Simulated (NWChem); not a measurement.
Everything below was run with NWChem. System: C₂H₃O₂, charge 0, spin multiplicity 2, at a geometry optimised with UPBE/def2-SVP. The structure started from a generated list of species. Its SCF solution wasn't tested for a lower state. Level: UHF/def2-TZVP.

The NWChem input:

```
start mol
memory heap 200 mb stack 900 mb global 1100 mb
geometry units angstroms nocenter noautoz
  C      1.388244    -0.258806     0.000000
  C     -0.017865     0.108869     0.000000
  O     -0.441777     1.261394     0.000000
  O     -0.846066    -0.977858     0.000000
  H      1.702856    -1.311994     0.000000
  H      2.131812     0.548943     0.000000
  H     -1.754196    -0.605612     0.000000
  symmetry group Cs
end
basis spherical
  * library def2-tzvp
end
scf
  uhf
  nopen 1
  maxiter 100
  thresh 1e-7
  semidirect memsize 60000000 filesize 0
  # guess.movecs holds the orbitals of an unrestricted PBE0 run
  vectors input guess.movecs output mol.movecs
end
task scf energy
```

Output (cleaned and shortened):

```
             Northwest Computational Chemistry Package (NWChem) 7.3.0
             --------------------------------------------------------

                                NWChem Input Module
                                -------------------

 Scaling coordinates for geometry "geometry" by  1.889725989
 (inverse scale =  0.529177249)

 Turning off AUTOSYM since
 SYMMETRY directive was detected!

                             Geometry "geometry" -> ""
                             -------------------------

 Output coordinates in angstroms (scale by  1.889725989 to convert to a.u.)

  No.       Tag          Charge          X              Y              Z
 ---- ---------------- ---------- -------------- -------------- --------------
    1 C                    6.0000     1.38824400    -0.25880600     0.00000000
    2 C                    6.0000    -0.01786500     0.10886900     0.00000000
    3 O                    8.0000    -0.44177700     1.26139400     0.00000000
    4 O                    8.0000    -0.84606600    -0.97785800     0.00000000
    5 H                    1.0000     1.70285600    -1.31199400     0.00000000
    6 H                    1.0000     2.13181200     0.54894300     0.00000000
    7 H                    1.0000    -1.75419600    -0.60561200     0.00000000

 Effective nuclear repulsion energy (a.u.)     112.5967578608

            Nuclear Dipole moment (a.u.)
            ----------------------------
        X                 Y               Z
 ---------------- ---------------- ----------------
     0.0000037795     0.0000056692     0.0000000000

      Symmetry information
      --------------------

 Group name             Cs
 Group number              2
 Group order               2
 No. of unique centers     7

      Symmetry unique atoms

     1    2    3    4    5    6    7


 Summary of "ao basis" -> "" (spherical)
 ------------------------------------------------------------------------------
       Tag                 Description            Shells   Functions and Types
 ---------------- ------------------------------  ------  ---------------------
 *                         def2-tzvp                  on all atoms

 Summary of "ao basis" -> "ao basis" (spherical)
 ------------------------------------------------------------------------------
       Tag                 Description            Shells   Functions and Types
 ---------------- ------------------------------  ------  ---------------------
 C                         def2-tzvp                11       31   5s3p2d1f
 O                         def2-tzvp                11       31   5s3p2d1f
 H                         def2-tzvp                 4        6   3s1p

                                 NWChem SCF Module
                                 -----------------

  ao basis        = "ao basis"
  functions       =   142
  atoms           =     7
  alpha electrons =    16
  beta  electrons =    15
  charge          =   0.00
  wavefunction    = UHF
  use symmetry    = T
  symmetry adapt  = T

 Summary of "ao basis" -> "ao basis" (spherical)
 ------------------------------------------------------------------------------
       Tag                 Description            Shells   Functions and Types
 ---------------- ------------------------------  ------  ---------------------
 C                         def2-tzvp                11       31   5s3p2d1f
 O                         def2-tzvp                11       31   5s3p2d1f
 H                         def2-tzvp                 4        6   3s1p

      Symmetry analysis of basis
      --------------------------

        a'         99
        a"         43

 Forming initial guess at       0.1s

   Symmetry analysis of molecular orbitals - initial alpha
   -------------------------------------------------------

  Numbering of irreducible representations:

     1 a'          2 a"

  Orbital symmetries:

     1 a'          2 a'          3 a'          4 a'          5 a'
     6 a'          7 a'          8 a'          9 a'         10 a'
    11 a"         12 a'         13 a'         14 a"         15 a'
    16 a"         17 a"         18 a'         19 a'         20 a'
    21 a'         22 a'         23 a'         24 a"         25 a'
    26 a"

   Symmetry analysis of molecular orbitals - initial beta
   ------------------------------------------------------

  Numbering of irreducible representations:

     1 a'          2 a"

  Orbital symmetries:

     1 a'          2 a'          3 a'          4 a'          5 a'
     6 a'          7 a'          8 a'          9 a'         10 a'
    11 a"         12 a'         13 a'         14 a"         15 a'
    16 a"         17 a'         18 a"         19 a'         20 a'
    21 a'         22 a'         23 a'         24 a"         25 a'
    26 a"

 Starting SCF solution at       0.1s

 ----------------------------------------------
         Quadratically convergent UHF

 Convergence threshold     :          1.000E-07
 Maximum no. of iterations :          100
 Integral*density screening:          1.000E-09
 ----------------------------------------------

              iter       energy          gnorm     gmax       time
             ----- ------------------- --------- --------- --------
                 1     -227.2530778794  6.40D-01  9.85D-02      3.6
                 2     -227.2788721057  4.43D-02  1.71D-02      4.6
                 3     -227.2798356288  3.09D-03  1.01D-03      7.1
                 4     -227.2798393578  1.32D-05  5.79D-06     10.6
                 5     -227.2798393581  5.34D-09  9.38D-10     14.4

       Final UHF  results
       ------------------
[...]
              MO Center= -2.9D-01,  7.4D-01,  8.0D-17, r^2= 1.8D+00
   Bfn.  Coefficient  Atom+Function         Bfn.  Coefficient  Atom+Function
  ----- ------------  ---------------      ----- ------------  ---------------
    68      0.393449  3 O  px                71      0.351759  3 O  px
    74      0.235002  3 O  px               100      0.176915  4 O  py
   103      0.167169  4 O  py

 Vector   16  Occ=1.000000D+00  E=-4.249131D-01  Symmetry=a"
              MO Center=  1.1D+00, -1.2D-01, -6.7D-15, r^2= 1.8D+00
   Bfn.  Coefficient  Atom+Function         Bfn.  Coefficient  Atom+Function
  ----- ------------  ---------------      ----- ------------  ---------------
    11      0.420546  1 C  pz                 8      0.392080  1 C  pz
    14      0.256653  1 C  pz                70     -0.164749  3 O  pz

 Vector   17  Occ=0.000000D+00  E= 1.436103D-01  Symmetry=a'
              MO Center= -1.3D+00, -4.2D-01,  1.6D-16, r^2= 6.3D+00
   Bfn.  Coefficient  Atom+Function         Bfn.  Coefficient  Atom+Function
  ----- ------------  ---------------      ----- ------------  ---------------
     5      2.005685  1 C  s                139     -1.642112  7 H  s
    36     -1.466151  2 C  s                 98      1.044098  4 O  s
   133     -1.040444  6 H  s                 67      0.744705  3 O  s
    43     -0.594314  2 C  px                35     -0.532873  2 C  s
   127     -0.514692  5 H  s                  4      0.469334  1 C  s

 Vector   18  Occ=0.000000D+00  E= 1.758384D-01  Symmetry=a'
              MO Center=  1.2D+00, -8.8D-01,  4.3D-14, r^2= 7.7D+00
   Bfn.  Coefficient  Atom+Function         Bfn.  Coefficient  Atom+Function
  ----- ------------  ---------------      ----- ------------  ---------------
     5      2.917380  1 C  s                127     -2.425268  5 H  s
   133     -1.310358  6 H  s                 36     -1.298809  2 C  s
   139      1.119974  7 H  s                 13     -0.603707  1 C  py
    35     -0.520883  2 C  s                 44      0.474856  2 C  py
     4      0.463312  1 C  s                 40     -0.415563  2 C  px

 Vector   19  Occ=0.000000D+00  E= 1.972400D-01  Symmetry=a"
              MO Center=  2.4D-01,  6.8D-02,  6.5D-14, r^2= 2.7D+00
   Bfn.  Coefficient  Atom+Function         Bfn.  Coefficient  Atom+Function
  ----- ------------  ---------------      ----- ------------  ---------------
    45      1.013644  2 C  pz                14     -0.704731  1 C  pz
    76     -0.462534  3 O  pz                42      0.414383  2 C  pz
    39      0.352907  2 C  pz               107     -0.348791  4 O  pz
    70     -0.205097  3 O  pz                73     -0.160553  3 O  pz
   101     -0.152579  4 O  pz

                     UHF Final Beta Molecular Orbital Analysis
                     -----------------------------------------

 Vector   13  Occ=1.000000D+00  E=-5.884272D-01  Symmetry=a'
              MO Center=  1.2D-01, -1.0D-01, -2.9D-16, r^2= 2.8D+00
   Bfn.  Coefficient  Atom+Function         Bfn.  Coefficient  Atom+Function
  ----- ------------  ---------------      ----- ------------  ---------------
     6      0.194640  1 C  px                69     -0.192946  3 O  py
   100     -0.190187  4 O  py               103     -0.171635  4 O  py
    99      0.168585  4 O  px                72     -0.163680  3 O  py
   132      0.157600  6 H  s                102      0.150963  4 O  px

 Vector   14  Occ=1.000000D+00  E=-4.624430D-01  Symmetry=a'
              MO Center= -3.0D-01,  7.7D-01,  9.7D-16, r^2= 1.7D+00
   Bfn.  Coefficient  Atom+Function         Bfn.  Coefficient  Atom+Function
  ----- ------------  ---------------      ----- ------------  ---------------
    68      0.392846  3 O  px                71      0.352286  3 O  px
    74      0.244895  3 O  px               100      0.170241  4 O  py
   103      0.161562  4 O  py

 Vector   15  Occ=1.000000D+00  E=-4.542904D-01  Symmetry=a"
              MO Center= -4.6D-01,  3.2D-01,  1.1D-14, r^2= 1.8D+00
   Bfn.  Coefficient  Atom+Function         Bfn.  Coefficient  Atom+Function
  ----- ------------  ---------------      ----- ------------  ---------------
    70      0.291724  3 O  pz               101     -0.281966  4 O  pz
    73      0.264764  3 O  pz               104     -0.256151  4 O  pz
   107     -0.212302  4 O  pz                42      0.189732  2 C  pz
    39      0.188588  2 C  pz                76      0.181610  3 O  pz

 Vector   16  Occ=0.000000D+00  E= 4.719446D-02  Symmetry=a"
              MO Center=  9.3D-01, -6.6D-03, -6.2D-15, r^2= 2.7D+00
   Bfn.  Coefficient  Atom+Function         Bfn.  Coefficient  Atom+Function
  ----- ------------  ---------------      ----- ------------  ---------------
    14      0.558349  1 C  pz                 8      0.248087  1 C  pz
    76     -0.234215  3 O  pz                70     -0.191032  3 O  pz
    11      0.182098  1 C  pz                73     -0.169756  3 O  pz
    42      0.150986  2 C  pz

 Vector   17  Occ=0.000000D+00  E= 1.456431D-01  Symmetry=a'
              MO Center= -1.6D+00, -4.3D-01,  3.1D-16, r^2= 5.2D+00
   Bfn.  Coefficient  Atom+Function         Bfn.  Coefficient  Atom+Function
  ----- ------------  ---------------      ----- ------------  ---------------
     5      1.737536  1 C  s                139     -1.735693  7 H  s
    36     -1.377688  2 C  s                 98      1.055793  4 O  s
   133     -0.897096  6 H  s                 67      0.760448  3 O  s
    43     -0.582012  2 C  px                35     -0.481729  2 C  s
    13      0.461210  1 C  py                 4      0.415997  1 C  s

 Vector   18  Occ=0.000000D+00  E= 1.828805D-01  Symmetry=a'
              MO Center=  1.5D+00, -9.1D-01,  6.9D-15, r^2= 7.0D+00
   Bfn.  Coefficient  Atom+Function         Bfn.  Coefficient  Atom+Function
  ----- ------------  ---------------      ----- ------------  ---------------
     5      3.152484  1 C  s                127     -2.559104  5 H  s
    36     -1.558761  2 C  s                133     -1.400185  6 H  s
   139      0.988930  7 H  s                 13     -0.619642  1 C  py
    35     -0.607973  2 C  s                  4      0.518563  1 C  s
    44      0.467616  2 C  py               126      0.429011  5 H  s

 center of mass
 --------------
 x =  -0.06588961 y =   0.04343841 z =   0.00000000

 moments of inertia (a.u.)
 ------------------
         157.366504630714          -0.110170374314           0.000000000000
          -0.110170374314         172.246340561487           0.000000000000
           0.000000000000           0.000000000000         329.612845192201

  Mulliken analysis of the total density
  --------------------------------------

    Atom       Charge   Shell Charges
 -----------   ------   -------------------------------------------------------
    1 C    6     6.24   0.85  1.12  0.50  0.66  0.13  1.20  1.32  0.39  0.02  0.03  0.01
    2 C    6     5.51   0.86  1.12  0.52  0.51  0.01  1.13  0.95  0.12  0.06  0.21  0.03
    3 O    8     8.45   0.79  1.18  0.58  0.95  0.34  1.82  1.95  0.80  0.00  0.03  0.00
    4 O    8     8.49   0.79  1.18  0.56  0.97  0.28  1.85  2.07  0.76  0.00  0.03  0.00
    5 H    1     0.84   0.26  0.48  0.08  0.02
    6 H    1     0.83   0.26  0.48  0.08  0.02
    7 H    1     0.64   0.24  0.32  0.04  0.04

  Mulliken analysis of the alpha density
  --------------------------------------

    Atom       Charge   Shell Charges
 -----------   ------   -------------------------------------------------------
    1 C    6     3.68   0.43  0.56  0.26  0.35  0.08  0.78  0.90  0.29  0.01  0.02  0.00
    2 C    6     2.62   0.43  0.56  0.25  0.24  0.00  0.52  0.42  0.04  0.03  0.11  0.01
    3 O    8     4.38   0.40  0.59  0.29  0.48  0.17  0.99  1.04  0.40  0.00  0.01  0.00
    4 O    8     4.24   0.40  0.59  0.28  0.48  0.14  0.92  1.03  0.38  0.00  0.02  0.00
    5 H    1     0.38   0.12  0.21  0.03  0.01
    6 H    1     0.38   0.12  0.21  0.03  0.01
    7 H    1     0.32   0.12  0.16  0.02  0.02

   Mulliken analysis of the beta density
   -------------------------------------

    Atom       Charge   Shell Charges
 -----------   ------   -------------------------------------------------------
    1 C    6     2.55   0.43  0.56  0.23  0.31  0.05  0.43  0.42  0.10  0.01  0.02  0.00
    2 C    6     2.89   0.43  0.56  0.27  0.27  0.00  0.61  0.53  0.08  0.03  0.10  0.01
    3 O    8     4.07   0.40  0.59  0.29  0.47  0.17  0.83  0.90  0.39  0.00  0.02  0.00
    4 O    8     4.25   0.40  0.59  0.28  0.48  0.14  0.93  1.03  0.38  0.00  0.02  0.00
    5 H    1     0.46   0.14  0.26  0.05  0.01
    6 H    1     0.46   0.14  0.26  0.05  0.01
    7 H    1     0.32   0.12  0.16  0.02  0.02

   Mulliken analysis of the spin density
   -------------------------------------

    Atom       Charge   Shell Charges
 -----------   ------   -------------------------------------------------------
    1 C    6     1.13   0.00 -0.00  0.03  0.04  0.04  0.35  0.48  0.19 -0.00  0.00 -0.00
    2 C    6    -0.28  -0.00  0.00 -0.02 -0.03 -0.00 -0.09 -0.11 -0.05  0.00  0.01  0.00
    3 O    8     0.31   0.00 -0.00  0.01  0.01 -0.00  0.15  0.14  0.01 -0.00 -0.00 -0.00
    4 O    8    -0.00  -0.00  0.00 -0.00 -0.00  0.00 -0.01 -0.00  0.00 -0.00 -0.00 -0.00
    5 H    1    -0.08  -0.01 -0.05 -0.02  0.00
    6 H    1    -0.08  -0.01 -0.05 -0.02  0.00
    7 H    1    -0.00  -0.00 -0.00 -0.00  0.00

       Multipole analysis of the density wrt the origin
       ------------------------------------------------

     L   x y z        total         alpha         beta         nuclear
     -   - - -        -----         -----         ----         -------
     0   0 0 0     -0.000000    -16.000000    -15.000000     31.000000

     1   1 0 0      0.326936     -0.883545      1.210477      0.000004
     1   0 1 0     -0.643725     -0.406759     -0.236972      0.000006
     1   0 0 1      0.000000      0.000000     -0.000000      0.000000

     2   2 0 0    -12.560820    -61.930697    -55.529225    104.899102
     2   1 1 0      0.636125      1.220171     -0.554421     -0.029625
     2   1 0 1      0.000000      0.000000      0.000000      0.000000
     2   0 2 0    -20.883810    -52.958345    -50.920569     82.995103
     2   0 1 1     -0.000000      0.000000     -0.000000      0.000000
     2   0 0 2    -17.619424     -9.837011     -7.782414      0.000000

 Task  times  cpu:       14.5s     wall:       14.5s

 Total times  cpu:       14.5s     wall:       14.5s
```
